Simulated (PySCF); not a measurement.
Delta-SCF ions had no search for a lower state. Excitations are Tamm–Dancoff values on a coarser integration grid. The basis has no diffuse functions, so Rydberg states are missing or too high.

Cartesian coordinates (Å):
```xyz
15

B      2.1234     1.3510     0.2291
C      1.4672     0.0354    -0.1716
C      0.1494    -0.2741    -0.1193
C     -0.3333    -1.6232    -0.5555
C     -0.8540     0.6769     0.3575
C     -2.1573     0.4333     0.4316
H      1.5064     2.2802     0.6474
H      3.3054     1.4717     0.1275
H      2.1094    -0.7579    -0.5454
H     -0.8470    -2.1348     0.2605
H     -1.0481    -1.5333    -1.3757
H      0.4955    -2.2441    -0.8858
H     -0.4832     1.6434     0.6672
H     -2.5923    -0.5122     0.1373
H     -2.8415     1.1876     0.7952
```
Charge 0, spin multiplicity 1.

### Question
What LUMO, dipole moment, vertical ionisation energy (Delta-SCF), S1–T1 gap (TDA), T1 excitation (TDA), brightest of the four lowest singlets (TDA), total energy and HOMO–LUMO gap does PySCF 2.14.0 with TPSSh-D3(BJ)/def2-TZVP // CAM-B3LYP-D3(BJ)/def2-TZVP give?

### Answer

```
Item                                                Value
-------------------------------------------  ------------
LUMO                                             -2.58 eV
dipole moment                                      2.25 D
vertical ionisation energy (Delta-SCF)            8.96 eV
S1–T1 gap (TDA)                                   2.02 eV
T1 excitation (TDA)                               2.72 eV
brightest of the four lowest singlets (TDA)       4.75 eV
total energy                                 -220.8611 Ha
HOMO–LUMO gap                                     4.06 eV
```
